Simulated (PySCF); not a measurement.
Species: C7H9N.
Atom-mapped SMILES: `[CH2:1]=[C:2]([CH3:3])[n:4]1[cH:5][cH:6][cH:7][cH:8]1`

Structure used (GFN2-xTB), in Å, numbered top down from 1:
```xyz
17
C7H9N angstrom
C     -1.558   -0.089   -1.602
C     -1.080   -0.056   -0.360
C     -1.997   -0.076    0.828
N      0.285    0.004   -0.072
C      0.843    0.024    1.179
C      2.199    0.098    1.061
C      2.494    0.126   -0.320
C      1.305    0.067   -0.984
H     -0.935   -0.078   -2.477
H     -2.616   -0.129   -1.778
H     -1.858    0.816    1.436
H     -1.806   -0.951    1.448
H     -3.030   -0.109    0.495
H      0.251   -0.017    2.070
H      2.906    0.129    1.867
H      3.468    0.185   -0.764
H      1.123    0.068   -2.038
```

NICS = −σ at a ghost point: NICS(0) at the centroid of the ring atoms, NICS(1) 1 Å to either side along the normal of their mean plane, zz for the tensor component along that normal. Level: GIAO PBE0/pcSseg-1 (PySCF, non-relativistic, gas phase) on the GFN2-xTB geometry, one conformer.

Ring bond lengths (Å), with Mayer bond orders in brackets: N4–C5 1.370 (1.12), C5–C6 1.363 (1.54), C6–C7 1.412 (1.33), C7–C8 1.363 (1.55), C8–N4 1.370 (1.12).

Problem. Give the NICS values of each ring in ppm.

Solution. 
```csv
ring,type,NICS(0),"NICS(1), two faces","NICS(1)zz, two faces",rms pucker (Å),"centre to ring atoms, mean (Å)"
N4–C5–C6–C7–C8,5-membered ring with N; formal bonds all aromatic,-11.7,-10.0 / -10.0,-25.9 / -25.8,0.00,1.17
```

Problem. What do they say, and how far can they be read as aromaticity?

Solution. 
- N4–C5–C6–C7–C8: mean NICS(1)zz -25.9 ppm, shielded, aromatic by this magnetic criterion (flat ring, no four-coordinate atom).

Problem. And the bond-length index? HOMA = 1 − mean of α(R − Ropt)² over the ring bonds, with Krygowski's 1993 parameters (CC: Ropt 1.388 Å, α 257.7 Å⁻²; CN: Ropt 1.334 Å, α 93.52 Å⁻²).

Solution. 
- N4–C5–C6–C7–C8: HOMA 0.86; the largest term is that of C7–C8, α(R − Ropt)² = 0.16. The geometric and the magnetic index point the same way.

Problem. How shielded are the nuclei of the rings and their hydrogens (means over atoms taken as equivalent)?

Solution. 
```json
{"atoms": "N4", "environment": "pyrrole-type nitrogen", "σ isotropic (ppm)": "60.0", "principal values of the symmetric part, first atom (ppm)": "-5.3, 19.2, 166.1"}
{"atoms": "C5 (×2)", "environment": "aromatic CH next to a ring nitrogen", "σ isotropic (ppm)": "66.8", "principal values of the symmetric part, first atom (ppm)": "-14.6, 75.0, 138.6"}
{"atoms": "C6 (×2)", "environment": "aromatic CH carbon", "σ isotropic (ppm)": "70.2", "principal values of the symmetric part, first atom (ppm)": "-12.2, 63.4, 162.1"}
{"atoms": "H14 (×2)", "environment": "aromatic hydrogen", "σ isotropic (ppm)": "24.69", "principal values of the symmetric part, first atom (ppm)": "20.6, 25.3, 28.9"}
{"atoms": "H15 (×2)", "environment": "aromatic hydrogen", "σ isotropic (ppm)": "25.26", "principal values of the symmetric part, first atom (ppm)": "22.9, 26.0, 27.1"}
```

Hardware: one thread, x86-64 server, no GPU, shared host. Cost: 31 s. This is the whole shielding run at PBE0/pcSseg-1, SCF included.
